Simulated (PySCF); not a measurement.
# A small calculation by hand: chemical shift, span and skew from a shielding tensor

(3S)-3-methyloxolane (C₅H₁₀O), SMILES C[C@H]1CCOC1. Atoms are numbered in the order given.

```xyz
16

C     -2.0795     0.6476     0.1803
C     -0.6328     0.4680    -0.2492
C      0.4179     0.7486     0.8304
C      1.6468     0.0485     0.2585
O      1.1567    -1.0599    -0.4924
C     -0.2529    -0.9655    -0.6281
H     -2.2895     1.6927     0.4575
H     -2.7770     0.3725    -0.6274
H     -2.3105     0.0148     1.0539
H     -0.4215     1.1228    -1.1167
H      0.1049     0.2759     1.7792
H      0.5778     1.8214     1.0222
H      2.3415    -0.3166     1.0348
H      2.2158     0.7270    -0.4090
H     -0.5354    -1.2308    -1.6618
H     -0.7570    -1.6842     0.0546
```

The structure is a stationary point at r2SCAN-D4/def2-SVP. One conformer was computed; it need not be the lowest.

GIAO shieldings from PySCF with PBE/pcSseg-1, non-relativistic, no solvent. The symmetric part of the tensor of C4 has the principal values 64.3, 93.7, 157.6 ppm. The same nucleus in TMS has σ = 182.0 ppm at this level (PySCF, at its B3LYP-D3(BJ)/def2-TZVP geometry).

Problem. Work out the isotropic shielding, the ¹³C shift against TMS, the span and the skew.

Solution. 
σ(iso) = (σ11 + σ22 + σ33)/3 = 105.2 ppm. δ = σ(ref) − σ(iso) = 182.0 − (105.2) = 76.8 ppm.
Span Ω = σ33 − σ11 = 93.3 ppm. Skew κ = 3(σ(iso) − σ22)/Ω = 0.37. Tumbling in solution averages the tensor to δ; in a static solid the shielding alone would spread this spin-1/2 line over Ω.
